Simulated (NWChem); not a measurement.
**Basis-set convergence for F3Sb**

SMILES: [F][Sb]([F])[F]
```xyz
4

Sb     0.0037     0.3473     0.0000
F     -0.8390    -0.6473     1.4412
F     -0.8390    -0.6473    -1.4412
F      1.6572    -0.6736     0.0000
```
Charge 0, spin multiplicity 1.

All runs are NWChem calculations. All single points use one geometry, from PBE/def2-SVP with def2 effective core potentials on Sb, a minimum by its harmonic frequencies.

Quantity: first vertical ionisation energy at the level G0W0@PBE0.

Effective core potentials replace the inner electrons of Sb; spin-orbit coupling is left out. GW and range-separated runs recompute their integrals, the others keep them in memory, which bears on the times. The structure started from a generated list of species.

Costs are rough ratios of processor time within this set of runs, SCF included, with def2-SVP as 1.

```csv
basis,functions,first vertical ionisation energy (eV),relative cost
def2-SVP,68,[?],1
def2-SVPD,101,[?],under 3
def2-TZVP,143,12.17,6
def2-TZVPP,143,12.17,6
def2-TZVPD,176,12.18,10
def2-QZVP,253,[?],40
```

Question: What belongs in the gaps?

Answer: 
- def2-SVP, first vertical ionisation energy (eV): 11.44
- def2-SVPD, first vertical ionisation energy (eV): 11.79
- def2-QZVP, first vertical ionisation energy (eV): 12.41
